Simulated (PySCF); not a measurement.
Predicted microwave data (PBE0-D3(BJ)/def2-SVP geometry optimisation, gas phase in PySCF) for one isomer of C9H9Cl:

- Rotational constants: A = 3578, B = 556.2, C = 488.2 MHz
- Dipole components: |μa| = 1.67 D, |μb| = 0.29 D, |μc| = 0.08 D
- Inertial defect: -14.65 u·Å²
- κ: -0.96

Question: Which candidate fits, each taken in the one conformer that was computed?
A. `[Cl:1][c:2]1[cH:3][cH:4][c:5]([CH:6]2[CH2:7][CH2:8]2)[cH:9][cH:10]1` with C4–C5–C6–C7 144°
B. `[CH2:1]=[CH:2][CH2:3][c:4]1[cH:5][cH:6][c:7]([Cl:8])[cH:9][cH:10]1` with C1–C2–C3–C4 -119°, C2–C3–C4–C5 46°
C. `[CH2:1]=[CH:2][C:3]1=[CH:4][CH:5]=[C:6]([Cl:7])[CH:8]=[CH:9][CH2:10]1` with C1–C2–C3–C4 177°, C3–C4–C5–C6 31°, C5–C6–C8–C9 -33°, C8–C9–C10–C3 71°, C2–C3–C10–C9 112°
D. `CC#C[C@]1(Cl)C=CC=C1C`
E. `[CH2:1]=[C:2]([CH3:3])[c:4]1[cH:5][cH:6][c:7]([Cl:8])[cH:9][cH:10]1` with C1–C2–C4–C5 -155°

Answer: E. It is C=C(C)c1ccc(Cl)cc1, a near-prolate asymmetric top. The candidates at the same level (rigid rotor, commonest isotopes):

```json
{"SMILES": "CC#C[C@]1(Cl)C=CC=C1C", "A (MHz)": "1444", "B (MHz)": "836.4", "C (MHz)": "778.7", "μa (D)": "1.22", "μb (D)": "1.84", "μc (D)": "0.24", "Δ (u·Å²)": "-305.28", "point group": "C1", "rotor": "asymmetric top"}
{"SMILES": "C=CCc1ccc(Cl)cc1", "A (MHz)": "3753", "B (MHz)": "501.6", "C (MHz)": "452.6", "μa (D)": "1.73", "μb (D)": "0.44", "μc (D)": "0.12", "Δ (u·Å²)": "-25.45", "point group": "C1", "rotor": "near-prolate asymmetric top"}
{"SMILES": "C=CC1=CC=C(Cl)C=CC1", "A (MHz)": "3300", "B (MHz)": "604.7", "C (MHz)": "531.5", "μa (D)": "1.78", "μb (D)": "0.26", "μc (D)": "0.18", "Δ (u·Å²)": "-38.01", "point group": "C1", "rotor": "near-prolate asymmetric top"}
{"SMILES": "Clc1ccc(C2CC2)cc1", "A (MHz)": "4069", "B (MHz)": "533.6", "C (MHz)": "489.9", "μa (D)": "2.22", "μb (D)": "0.21", "μc (D)": "0.00", "Δ (u·Å²)": "-39.68", "point group": "Cs", "rotor": "near-prolate asymmetric top"}
{"SMILES": "C=C(C)c1ccc(Cl)cc1", "A (MHz)": "3578", "B (MHz)": "556.2", "C (MHz)": "488.2", "μa (D)": "1.67", "μb (D)": "0.29", "μc (D)": "0.08", "Δ (u·Å²)": "-14.65", "point group": "–", "rotor": "near-prolate asymmetric top"}
```

`Clc1ccc(C2CC2)cc1` has A 14 % too high; `C=CC1=CC=C(Cl)C=CC1` has C 9 % too high; `CC#C[C@]1(Cl)C=CC=C1C` has A 60 % too low; `C=CCc1ccc(Cl)cc1` has B 10 % too low. No structure here is proved a minimum.
